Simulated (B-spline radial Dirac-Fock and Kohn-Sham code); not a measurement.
## Scattering functions of Co⁶⁺

System: Co⁶⁺ in the configuration [Ar] 3d3.

Input of the calculation (task.json; shells as n, l, electrons):

```json
{"items": [{
  "Z": 27,
  "q": 6,
  "cfg": [[1, 0, 2], [2, 0, 2], [2, 1, 6], [3, 0, 2], [3, 1, 6], [3, 2, 3]],
  "A": 59,
  "rrms": 3.7875,
  "do": ["scatter"],
  "s": [0.0, 0.07, 0.08, 0.1, 0.13, 0.16, 0.19, 0.23, 0.29, 0.35, 0.43, 0.53, 0.65, 0.79, 0.97, 1.19, 1.47, 1.8, 2.2, 2.7, 3.31, 4.06, 4.98],
  "pz": [0, 0.1, 0.2, 0.3, 0.4, 0.5, 0.6, 0.8, 1.0, 1.2, 1.4, 1.6, 1.8, 2.0, 2.5, 3.0, 4.0, 5.0, 7.0, 10.0, 15.0, 20.0, 30.0, 40.0, 60.0, 100.0],
  "hv_scatter": [1000, 2000, 8047.8, 10000, 17479.3, 20000, 100000, 1000000]
}]}
```

Run with: `python xray_run.py task.json out`

Level of theory: Dirac-Fock densities; an atomic code on a B-spline grid. f₀ is the Fourier transform of the spherical electron density, S the Waller-Hartree incoherent function, and s = sin θ/λ.

```csv
s (Å⁻¹),f₀,S
0,21.000,0.000
0.07,20.712,0.295
0.08,20.626,0.383
0.1,20.420,0.591
0.13,20.037,0.974
0.16,19.570,1.431
0.19,19.033,1.947
0.23,18.226,2.700
0.29,16.884,3.905
0.35,15.472,5.118
0.43,13.626,6.648
0.53,11.573,8.337
0.65,9.643,10.016
0.79,8.104,11.556
0.97,6.909,13.032
1.19,6.006,14.357
1.47,5.074,15.654
1.8,4.032,16.847
2.2,2.971,17.889
2.7,2.095,18.720
3.31,1.545,19.328
4.06,1.241,19.804
4.98,1.036,20.207
```

f₀ starts at the number of electrons, 21, and has fallen to half at s ≈ 0.60 Å⁻¹. The sum of ⟨r²⟩ over the electrons is 8.057 bohr².
